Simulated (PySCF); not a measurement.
Relaxation of quartet Mg₃S⁺

Method: UPBE/[S def2-SVP, Mg def2-SVP], no relativity, density fitting, PySCF. A (50,194) grid was used.

A hand-made T-shaped start, of C2v symmetry, held to at least that symmetry:

```xyz
4
charge 1 multiplicity 4, angstrom
S     0.0000    0.0000   -0.5856
Mg    0.0000    0.0000    1.7860
Mg    2.3702    0.0000   -0.5028
Mg   -2.3702    0.0000   -0.5028
```

Optimiser trace:
```
step  E − E(last) (kJ/mol)  largest gradient (Eh/bohr)
   0                 43.05                     0.01757
   1                 38.59                     0.01228
   2                 32.92                     0.00372
   3                 31.37                     0.00657
   4                 28.02                     0.01038
   5                 23.51                     0.01114
   6                 18.86                     0.01042
   7                  8.97                     0.00802
   8                  5.74                     0.00939
   9                  3.13                     0.00894
  10                  0.63                     0.00246
  11                  0.14                     0.00134
  12                  0.00                     0.00006
```

It ends at D3h with S–Mg 2.448 Å (×3); Mg–S–Mg 120.0° (×3) (after a last refinement on a finer grid). A frequency run shows 1 imaginary mode, down to 35i cm⁻¹, so it is a saddle point. Other isomers or separated fragments may lie lower.

Final geometry:
```xyz
4
charge 1 multiplicity 4, angstrom
S     0.0000    0.0000    0.0000
Mg    0.0000    0.0000    2.4475
Mg    2.1196    0.0000   -1.2238
Mg   -2.1196    0.0000   -1.2238
```

At this level a doublet minimum of C2v symmetry lies 22 kJ/mol below this structure.

The relaxation took 14 s on 2 threads of a shared Arm Neoverse V2 host, with 72 basis functions and 13 gradients; the process peaked at 0.45 GiB.
